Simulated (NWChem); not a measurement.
Species: H$_{2}$SeS$_{2}$; SMILES S[Se]S

```xyz
5

Se     0.0000     0.0000     0.6758
S      1.7900    -0.0437    -0.6644
H      1.9241     1.2897    -0.8579
S     -1.7900     0.0437    -0.6644
H     -1.9241    -1.2897    -0.8579
```
Atoms are numbered in this order, from 1.

All runs: NWChem. Pople sets run with spherical d functions. Medium grid unless said otherwise, to which SCAN and Minnesota functionals are sensitive. Coordinates come from a B3LYP/6-31G* (spherical d) optimisation. B3LYP is NWChem's, with the RPA form of VWN correlation.

**Question.** Order these by “dipole (D)”, lowest first: RPBE/6-31G*; M05-2X/6-31G*; M06/6-31G*.

**Answer.** M06/6-31G* (0.01), RPBE/6-31G* (0.18), M05-2X/6-31G* (0.31)
